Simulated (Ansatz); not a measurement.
Geometry optimisation, RKS PBE0-D4/def2-SVP (Ansatz).

input.yaml

```yaml
crystal:
  periodic: [false, false, false]
  atoms:
    - { symbol: C, position_ang: [0.0033, 0.3921, 1.7651] }
    - { symbol: C, position_ang: [1.1239, 0.3138, 0.7915] }
    - { symbol: Te, position_ang: [1.1035, -1.609, -0.1751] }
    - { symbol: Si, position_ang: [-0.6494, -0.9692, -1.6965] }
    - { symbol: O, position_ang: [-0.2934, 0.4213, -2.593] }
    - { symbol: H, position_ang: [0.008, -0.3485, 2.5185] }
    - { symbol: H, position_ang: [-0.9772, 0.3552, 1.2056] }
    - { symbol: H, position_ang: [0.0274, 1.4407, 2.2547] }
    - { symbol: H, position_ang: [1.0748, 1.1312, 0.0647] }
    - { symbol: H, position_ang: [2.0795, 0.4354, 1.3789] }
    - { symbol: H, position_ang: [-0.9794, -2.0846, -2.6099] }
    - { symbol: H, position_ang: [-1.9287, -0.7202, -0.9013] }
    - { symbol: H, position_ang: [0.72068, 0.37478, -2.76592] }
basis:
  gaussian: { orbitals: def2-SVP }
hamiltonian:
  xc: pbe0
  dispersion: d4
relax:
  f_tol: 0.015
  max_steps: 40
```

Run as:

```bash
$ ansatz run input.yaml --threads 2 --pin off --max-ram 3072MiB --backend cpu --events-out ev --progress --plain --runs-dir out
```

Q: Where does it end, and by what steps?

A: It converged. After 8 steps the energy has fallen by 0.449 eV; H13 moved furthest, 0.23 Å.

```json
{"step": "0", "energy less start (eV)": "0.0000", "largest force component (eV/Å)": "3.173", "accepted": "yes"}
{"step": "1", "energy less start (eV)": "-0.3336", "largest force component (eV/Å)": "1.028", "accepted": "yes"}
{"step": "2", "energy less start (eV)": "-0.4056", "largest force component (eV/Å)": "0.708", "accepted": "yes"}
{"step": "3", "energy less start (eV)": "-0.4273", "largest force component (eV/Å)": "0.541", "accepted": "yes"}
{"step": "4", "energy less start (eV)": "-0.4431", "largest force component (eV/Å)": "0.133", "accepted": "yes"}
{"step": "5", "energy less start (eV)": "-0.4469", "largest force component (eV/Å)": "0.110", "accepted": "yes"}
{"step": "6", "energy less start (eV)": "-0.4480", "largest force component (eV/Å)": "0.070", "accepted": "yes"}
{"step": "7", "energy less start (eV)": "-0.4485", "largest force component (eV/Å)": "0.023", "accepted": "yes"}
{"step": "8", "energy less start (eV)": "-0.4487", "largest force component (eV/Å)": "0.013", "accepted": "yes"}
```

```xyz
13
Properties=species:S:1:pos:R:3
C -0.020 0.446 1.857
C 1.086 0.307 0.834
Te 1.137 -1.641 -0.161
Si -0.661 -0.964 -1.743
O -0.221 0.414 -2.576
H 0.062 -0.310 2.652
H -1.015 0.340 1.398
H 0.023 1.442 2.330
H 1.005 1.045 0.024
H 2.084 0.409 1.282
H -0.896 -2.146 -2.628
H -1.919 -0.589 -1.043
H 0.649 0.381 -2.988
```

The run took 28 s on 2 threads of Intel(R) Xeon(R) 6975P-C (Granite Rapids), with other jobs on the host, peak memory 0.36 GiB.
